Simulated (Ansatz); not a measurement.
Basis sets compared for the cluster Na₂Sb. Total charge 0; doublet. Geometry PBE0-D4/def2-TZVP. Ansatz on 4 threads of Arm Neoverse V1 on a shared host; times are rough, and most runs start from earlier orbitals.

Cartesian coordinates in Å:
```
Na -1.4037 -0.1176 1.6531
Na 1.0922 -1.1611 -1.4750
Sb 0.3114 1.2787 -0.1781
```

In the def2 sets Sb takes a core potential; there is no spin–orbit coupling. The structure comes from a short search, and lower isomers may exist.

```json
{"level": "PBE-D4/def2-SVP", "functions": "56", "energy (Eh)": "-564.5019", "HOMO (eV)": "-3.39", "LUMO (eV)": "-2.50", "wall time": "1 s"}
{"level": "PBE-D4/def2-TZVP", "functions": "114", "energy (Eh)": "-564.6300", "HOMO (eV)": "-3.48", "LUMO (eV)": "-2.58", "wall time": "1.9 s"}
{"level": "r2SCAN-D4/def2-TZVP", "functions": "114", "energy (Eh)": "-564.8952", "HOMO (eV)": "-3.42", "LUMO (eV)": "-2.13", "wall time": "5.5 s"}
{"level": "PBE0-D4/def2-SVP", "functions": "56", "energy (Eh)": "-564.5422", "HOMO (eV)": "-3.91", "LUMO (eV)": "-1.54", "wall time": "1.5 s"}
{"level": "PBE0-D4/def2-TZVP (with forces)", "functions": "114", "energy (Eh)": "-564.6683", "HOMO (eV)": "-4.01", "LUMO (eV)": "-1.62", "wall time": "5.5 s"}
```

**Question.** Estimate the rows for PBE-D4/def2-TZVPD, r2SCAN-D4/def2-TZVPD, PBE0-D4/def2-TZVPD.

**Answer.** 
| level | functions | energy (Eh) | HOMO (eV) | LUMO (eV) | wall time |
| --- | --- | --- | --- | --- | --- |
| PBE-D4/def2-TZVPD | 126 | -564.6305 | -3.48 | -2.58 | 2.1 s |
| r2SCAN-D4/def2-TZVPD | 126 | -564.8956 | -3.42 | -2.12 | 5.5 s |
| PBE0-D4/def2-TZVPD | 126 | -564.6687 | -4.01 | -1.62 | 3.1 s |
